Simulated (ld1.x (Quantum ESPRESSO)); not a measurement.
# Plane-wave convergence, TM potential for samarium (Sm)

ld1.x (Quantum ESPRESSO) 7.5 input, shortened:

```
&input
   title='Sm', zed=62., rel=0, dft='PZ', iswitch=3,
   config='[Xe] 4f6 5d0 6s2 6p0'
 /
 &inputp
   pseudotype=2, tm=.true., lloc=0,
   nlcc=.false.
 /
4
5P  2  1   6.00   0.00  2.00  2.00  0.0
5D  3  2   0.00   0.00  2.90  2.90  0.0
4F  4  3   6.00   0.00  1.45  1.45  0.0
5S  1  0   2.00   0.00  1.45  1.45  0.0
 &test
   configts(1)='4f6 5s2 5p6 5d0 6s2 6p0'
 /
```

Occupied shells without a wave of their own: 6s. They enter only through the test configuration that unscreens the potential.

The pseudo-atom Hamiltonian at the reference potential is diagonalised in spherical Bessel functions j_l(qr) that vanish at 20 bohr, with q² up to the cutoff. All-electron valence levels (Ry): 5p -1.6713, 6p -0.1022, 5d -0.1806, 4f -0.4348, 5s -2.8162, 6s -0.2569.

How do the lowest levels (Ry) of each channel move with the cutoff, and are there ghosts?

```json
{"cutoff (Ry)": "8", "p #1": "-1.7063", "p #2": "-0.1131", "p #3": "0.0409", "d #1": "-0.1502", "d #2": "0.0435", "f #1": "0.0892", "s #1": "-2.3564", "s #2": "-0.2069", "s #3": "0.0135", "Σ f·Δε (mRy)": "4378.2"}
{"cutoff (Ry)": "25", "p #1": "-65.1516", "p #2": "-1.6687", "p #3": "-0.1017", "d #1": "-0.1806", "d #2": "0.0403", "f #1": "0.0892", "s #1": "-2.7861", "s #2": "-0.2562", "s #3": "0.0028", "Σ f·Δε (mRy)": "3225.5"}
{"cutoff (Ry)": "50", "p #1": "-116.8789", "p #2": "-1.6711", "p #3": "-0.1024", "d #1": "-0.1807", "d #2": "0.0403", "f #1": "0.0892", "s #1": "-2.8124", "s #2": "-0.2586", "s #3": "0.0023", "Σ f·Δε (mRy)": "3153.7"}
{"cutoff (Ry)": "100", "p #1": "-127.4288", "p #2": "-1.6713", "p #3": "-0.1025", "d #1": "-0.1807", "d #2": "0.0403", "f #1": "0.0396", "s #1": "-2.8160", "s #2": "-0.2591", "s #3": "0.0022", "Σ f·Δε (mRy)": "2847.4"}
{"cutoff (Ry)": "180", "p #1": "-127.9330", "p #2": "-1.6713", "p #3": "-0.1025", "d #1": "-0.1807", "d #2": "0.0403", "f #1": "-0.4334", "s #1": "-2.8162", "s #2": "-0.2591", "s #3": "0.0022", "Σ f·Δε (mRy)": "8.5"}
{"cutoff (Ry)": "400", "p #1": "-127.9470", "p #2": "-1.6713", "p #3": "-0.1025", "d #1": "-0.1807", "d #2": "0.0403", "f #1": "-0.4348", "s #1": "-2.8162", "s #2": "-0.2591", "s #3": "0.0022", "Σ f·Δε (mRy)": "0.0"}
```

Result: ghost state, extra bound levels that the all-electron valence spectrum of the same l lacks: p at -1740.8 eV (a true bound ghost makes a file unfit for plane-wave use); 10 mRy is reached at 180 Ry and 1 mRy at 300 Ry.

3 of 9 tests not solved or not reliable.
